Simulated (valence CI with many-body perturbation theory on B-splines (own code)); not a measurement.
**Basis-set convergence for Ir54+**

Calculated by valence CI with perturbative core correlation (CI+MBPT): five valence electrons over a frozen Dirac-Fock core [Ar], a basis of 7 s, 7 p, 8 d, 6 f, 4 g, 1 h functions for each j, with the one-electron correlation potential Σ1, the two-electron term Σ2, the three-electron term Σ3, Breit, model QED; selected CI, second order for the rest, scaled by the run's own slope (own B-spline code, finite nucleus).

The last digits are not significant, and no measured levels were compared; by estimate large intervals hold to a few tenths of a per cent, small ones and those within an open d or f shell to about a per cent. Among the levels kept, up to 570 cm⁻¹ of a level comes from second order outside the variational space, and about a tenth of that is noise between levels of different J, which matters for small intervals. The list stops below the first excitations out of the core. Only levels of the ground parity were solved; by the run's estimate the other parity begins above the list, which can be wrong where configurations are misplaced.

The reference run has the lowest level (3d3/2^4 3d5/2) J=5/2 and an ionisation energy of 5229.52 eV. Its largest variational space holds 19996 state functions.

Levels are named by their leading jj configuration (3d3/2^4 stands for four electrons in 3d with j = 3/2), which in mixed levels can hold well under half, so a name can repeat and another be missing. Letters in brackets count levels of one name in rising energy.

Changed runs:
A. basis 6 s, 6 p, 5 d, 5 f, 1 g
B. basis 5 s, 5 p, 4 d, 4 f

Excitation energies of the reference run in cm⁻¹, and shifts in cm⁻¹:

```tsv
Level	Reference	A	B
(3d3/2^3 3d5/2^2) J=5/2 [a]	585605	-272	-588
(3d3/2^3 3d5/2^2) J=7/2 [a]	682840	-76	+206
(3d3/2^3 3d5/2^2) J=11/2	692392	-9.2	+237
(3d3/2^3 3d5/2^2) J=3/2 [a]	699982	-111	+110
(3d3/2^3 3d5/2^2) J=9/2	741569	-2.4	+621
(3d3/2^3 3d5/2^2) J=5/2 [b]	774933	+34	+900
(3d3/2^3 3d5/2^2) J=1/2	809545	-43	+799
(3d3/2^3 3d5/2^2) J=7/2 [b]	811879	+83	+1016
(3d3/2^3 3d5/2^2) J=3/2 [b]	962578	+172	+1394
(3d3/2^2 3d5/2^3) J=5/2 [a]	1258920	-325	-584
(3d3/2^2 3d5/2^3) J=7/2 [a]	1333620	-235	+28
(3d3/2^2 3d5/2^3) J=11/2	1335470	-153	+26
Ionisation energy (eV)	5229.52	-0.11	-0.21
```
